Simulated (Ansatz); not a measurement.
Computed with Ansatz on PBE0-D4/def2-TZVP structures; ΔE is electronic, products minus reactants. CCSD(T)/CBS adds triple-zeta CCSD(T) − MP2 to the extrapolated MP2 energy (def2 sets, frozen cores). This one scheme is used for every species. Each species was taken in one conformer, which may not be the lowest.

Reaction (ligand exchange at the Si–O bond): `[OH][Al]([SH])[O][SiH3]` + `BOCO` → `BOCO[SiH3]` + `[OH][Al]([OH])[SH]`

`[OH][Al]([SH])[O][SiH3]`:

Cartesian coordinates in Å:
```
O 0.761 0.737 2.296
Al -0.256 0.781 0.953
S -1.948 2.142 0.870
O 0.048 -0.243 -0.333
Si 0.628 -1.345 -1.377
H 0.655 1.288 3.069
H -2.303 1.708 -0.352
H 0.320 -2.718 -0.896
H 2.101 -1.201 -1.522
H -0.006 -1.150 -2.708
```

`BOCO`:

Z-matrix (Å, degrees):
```
C
O 1 1.416
O 1 1.382 2 111.0
H 1 1.096 2 106.2 3 -122.2
H 1 1.093 2 110.1 3 118.1
B 2 1.344 1 121.5 3 -104.2
H 3 0.962 1 108.8 2 -65.4
H 6 1.202 2 120.0 1 -2.9
H 6 1.196 2 117.0 1 177.8
```

`BOCO[SiH3]`:

Z-matrix (Å, degrees):
```
C
O 1 1.412
O 1 1.381 2 110.5
H 1 1.096 2 106.6 3 120.7
H 1 1.094 2 110.0 3 -119.4
B 2 1.345 1 121.7 3 107.8
Si 3 1.657 1 123.5 2 58.5
H 6 1.201 2 119.9 1 2.5
H 6 1.195 2 116.9 1 -178.1
H 7 1.483 3 111.9 1 -79.4
H 7 1.481 3 105.5 1 161.2
H 7 1.488 3 109.4 1 42.0
```

`[OH][Al]([OH])[SH]`:

```xyz
7

O    -0.506   -1.271   -0.582
Al    0.058    0.179    0.078
O    -0.827    1.607    0.231
S     2.101    0.224    0.797
H    -1.381   -1.420   -0.933
H    -1.733    1.742   -0.038
H     2.287   -1.061    0.448
```

```json
{"species": "`[OH][Al]([SH])[O][SiH3]`", "CCSD/CBS(def2) energy (Eh)": "-1082.40279"}
{"species": "`BOCO`", "CCSD/CBS(def2) energy (Eh)": "-216.19251"}
{"species": "`BOCO[SiH3]`", "CCSD/CBS(def2) energy (Eh)": "-506.49917"}
{"species": "`[OH][Al]([OH])[SH]`", "CCSD/CBS(def2) energy (Eh)": "-792.08485"}
```

(1) Work out ΔE.

Largest T1 diagnostic among the species: 0.013.

Results:

(1) ΔE = (-506.49917) + (-792.08485) − (-1082.40279) − (-216.19251) = 0.01128 Eh = +7.1 kcal/mol. CCSD(T)/CBS gives +6.7 kcal/mol.

From BLYP to BHLYP (50 % exact exchange), in def2-TZVPP and without D4, ΔE moves by +1.0 kcal/mol. Leaving LDA and LC-ωPBE aside and taking each functional with its dispersion term where it has one, the values, not all of them listed here, spread over 2.0 kcal/mol, from revPBE-D4 to BHLYP-D4. LDA lies −0.8 kcal/mol from PBE without D4. In def2-TZVPP, CCSD(T) changes the Hartree–Fock value by −2.1 kcal/mol (the triples alone add −0.3 kcal/mol) and MP2 by −2.5 kcal/mol.
